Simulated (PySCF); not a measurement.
C2H8OSi.

```xyz
12

Si    -0.5268     0.4833     0.0000
C      0.4973     2.0384     0.0000
O      0.5298    -0.8068     0.0000
C      0.1276    -2.1453     0.0000
H     -1.4106     0.4167     1.2103
H     -1.4106     0.4167    -1.2103
H     -0.1507     2.9287     0.0000
H      1.1407     2.0788     0.8918
H      1.1407     2.0788    -0.8918
H     -0.4720    -2.4015     0.8940
H      1.0223    -2.7869     0.0000
H     -0.4720    -2.4015    -0.8940
```
Charge 0, spin multiplicity 1.

The structure is a stationary point at PBE0-D3(BJ)/def2-SVP. The values are those of a single conformer.

Calculation: PBE0/pcSseg-1 run with PySCF. Non-relativistic, no solvent.

Computed absolute GIAO shielding of each atom: isotropic value and principal components (ppm):
```
atom  σ(iso)    σ11    σ22    σ33   span
----  ------  -----  -----  -----  -----
Si1    358.9  294.4  348.4  434.0  139.6
C2     188.1  177.1  189.6  197.4   20.3
O3     332.3  294.6  350.1  352.1   57.5
C4     130.4  102.6  104.9  183.7   81.1
H5      26.5   23.5   25.0   30.9    7.5
H6      26.5   23.5   25.0   30.9    7.5
H7      31.4   27.6   27.8   38.8   11.3
H8      30.8   26.6   28.4   37.3   10.7
H9      30.8   26.6   28.4   37.3   10.7
H10     27.8   23.9   25.4   33.9   10.0
H11     27.5   23.3   25.2   33.9   10.6
H12     27.8   23.9   25.4   33.9   10.0
```
